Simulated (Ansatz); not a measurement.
`[CH3][InH][C]#N` + `N#[C][GeH2][C]#N` → `N#[C][GeH]([C]#N)[C]#N` + `[CH3][InH2]`  (formal exchange of groups at a C–In bond)

Calculated with Ansatz (gas phase, PBE0-D4/def2-TZVP geometries, no zero-point term in ΔE). CCSD(T)/CBS adds triple-zeta CCSD(T) − MP2 to the extrapolated MP2 energy (def2 sets, frozen cores). Functionals use def2-TZVPP. B3LYP here is the variant with VWN-RPA as its local correlation; programs differ in this. Elements past krypton have def2 core potentials. For Ge, In outer-core shells are correlated without core-valence functions, which leaves a few kJ/mol of doubt a bond. Scalar relativity is left out up to krypton.

`[CH3][InH][C]#N`:

Cartesian coordinates in Å:
```
C -0.828 1.112 0.302
In 0.800 -0.021 -0.475
C 0.648 -2.116 -0.023
N 0.545 -3.238 0.231
H -1.763 0.707 -0.088
H -0.752 2.166 0.040
H -0.845 1.009 1.389
H 2.194 0.381 -1.376
```

`N#[C][GeH2][C]#N`:

```xyz
7

N    -0.900    0.730   -2.489
C    -0.675    0.316   -1.440
Ge   -0.348   -0.403    0.304
C     1.285    0.391    0.907
N     2.265    0.850    1.299
H    -1.477    0.025    1.233
H    -0.151   -1.909    0.186
```

`N#[C][GeH]([C]#N)[C]#N`:

Cartesian coordinates in Å:
```
N -0.987 0.399 -2.721
C -0.462 0.293 -1.703
Ge 0.452 0.137 -0.039
C 0.326 -1.679 0.520
N 0.282 -2.777 0.859
C -0.486 1.197 1.235
N -1.027 1.854 2.010
H 1.901 0.577 -0.163
```

`[CH3][InH2]`:

```xyz
7

C    -0.406    0.810    0.446
In    0.459   -0.928   -0.486
H    -0.043    0.939    1.465
H    -0.134    1.698   -0.131
H    -1.495    0.742    0.453
H     1.891   -1.657    0.155
H    -0.273   -1.603   -1.903
```

Question: Is it downhill or uphill in electronic energy at CCSD(T)/CBS, and by how much? (Best estimate.)

Answer: Ansatz gave: Uphill: ΔE = +70.2 kJ/mol.

Question: What do these levels give: B97M-V, B3LYP-D4, r2SCANh-D4, B2PLYP, PBE-QIDH, CCSD/CBS(def2)? (Estimate.)

Answer: The calculation gave: B97M-V 56.8, B3LYP-D4 64.2, r2SCANh-D4 65.9, B2PLYP 66.3, PBE-QIDH 66.5, CCSD/CBS(def2) 71.4 kJ/mol.

Largest T1 diagnostic among the species: 0.014.

Leaving LDA and LC-ωPBE aside and taking each functional with its dispersion term where it has one, the values, not all of them listed here, spread over 11.6 kJ/mol, from B97M-V to BHLYP-D4. LDA lies −3.2 kJ/mol from PBE without D4. In def2-TZVPP, CCSD(T) changes the Hartree–Fock value by −9.8 kJ/mol (the triples alone add −1.2 kJ/mol) and MP2 by −9.9 kJ/mol.
